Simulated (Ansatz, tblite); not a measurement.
Forces on the cluster CoSi₆ at its r2SCAN-D4/def2-SVP geometry. Charge 0, multiplicity 2.

The xTB rows come from tblite. At PBE-D4/def2-TZVP the charge 0 doublet is spin-contaminated (final ⟨S²⟩ up to 1.68, 0.75 for a pure state). No other spin state of charge 0 was run. The geometry of the doublet was relaxed on an unsound state (⟨S²⟩ 1.77, where a pure state has 0.75). Another isomer (quartet) lies 1.62 eV lower at PBE0-D4/def2-TZVP; other spin states weren't run for this one.

GFN1-xTB (tblite), largest force 1.01 eV/Å:

```xyz
7
positions Å, forces eV/Å
Co    0.109    1.480   -1.549   -0.244    0.323   -0.005
Si    1.419   -0.265   -2.081    0.324   -0.367   -0.017
Si   -2.341   -1.531    0.408   -0.374   -0.320    0.041
Si    0.986    0.860    2.467    0.024    0.236    0.234
Si    1.259    0.397    0.209    0.815    0.185   -0.133
Si   -0.751   -0.295    1.496   -0.135   -0.150    0.793
Si   -0.681   -0.647   -0.949   -0.412    0.094   -0.913
```

GFN2-xTB (tblite), largest force 2.41 eV/Å:

```
Co 0.038 -0.851 0.614
Si 0.073 -0.088 0.122
Si 0.536 0.502 0.236
Si -0.642 -0.377 -0.553
Si 1.902 1.361 -0.400
Si -0.870 -0.381 2.147
Si -1.037 -0.167 -2.166
```

PBE-D4/def2-TZVP (Ansatz), largest force 0.44 eV/Å:

```
Co 0.144 -0.392 0.144
Si -0.043 0.067 -0.011
Si -0.080 -0.057 0.031
Si 0.008 0.044 0.112
Si -0.105 0.131 -0.249
Si -0.009 -0.068 0.092
Si 0.085 0.276 -0.119
```
